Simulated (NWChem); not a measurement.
Basis-set dependence for C$_{2}$H$_{2}$Cl

SMILES: C(Cl)=[CH]
```xyz
5

C      1.6920    -0.3352     0.0000
C      0.4360    -0.7015     0.0000
Cl    -0.8935     0.4359     0.0000
H      2.3171     0.5543     0.0000
H      0.1032    -1.7442     0.0000
```
Charge 0, spin multiplicity 2.

Everything below was run with NWChem. All single points use one geometry, from UPBE0/def2-SVP, a minimum by its harmonic frequencies.

Hartree-Fock energies in Ha, correlation energies in mHa.

The correlated methods keep 7 core orbitals frozen. The structure started from a generated list of species. The unpaired electrons of the parent sit in orbitals of symmetry a' (Cs labels of the run); other states weren't searched. No SCF solution was tested for a lower state. Open-shell Hartree-Fock references start from PBE0 orbitals. Coupled-cluster values serve here as a point of comparison, not as the truth.

```tsv
basis	functions	UHF	CCSD on ROHF	CCSD[T] on ROHF	CCSD(T) on ROHF
3-21G	35	-533.67063	-236.9	-244.7	-244.0
def2-SVP	56	-536.10248	-409.0	-423.2	-422.6
def2-TZVP	111	-536.34898	not run	not run	not run
```
